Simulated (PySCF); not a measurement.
## Ionisation energy of Mo³⁸⁺ by level of theory

Mo³⁸⁺ [He] 2s2 (1S) → Mo³⁹⁺ [He] 2s1 (2S), as a difference of total energies. All numbers are calculated (PySCF 2.14, scalar relativity by spin-free X2C-1e, in an even-tempered Gaussian basis (19 s from 16 bohr⁻², ratio 2.2; 8 p from 24 bohr⁻², ratio 2.4; 5 d from 72 bohr⁻², ratio 2.4; 5 f from 110 bohr⁻², ratio 2.4; 4 g from 160 bohr⁻², ratio 2.4)). Correlated levels: nothing frozen; virtual orbitals above 40 to 60 times the deepest correlated orbital energy dropped. The calculations carry no spin-orbit coupling.

| method | ionisation energy (eV) |
| --- | --- |
| UHF | 5544.5 |
| LDA | 5541.5 |
| PBE | 5549.3 |
| PBE0 | 5548.4 |
| r2SCAN | 5543.4 |
| M06-2X | 5551.0 |
| MN15 | 5553.6 |
| MP2 (all electrons) | 5550.3 |
| SCS-MP2 (all electrons) | 5551.4 |

**Question.** How much does correlation contribute at MP2 (all electrons)?

**Answer.** 5550.3 − (5544.5) = 5.8 eV, measured against UHF.

For this ion Breit and QED terms and the two-electron picture change, all absent here, outweigh the differences among the correlated methods.

For comparison: 5548 ± 5 eV (semi-empirical (NIST evaluation); NIST Atomic Spectra Database, ionization energies).
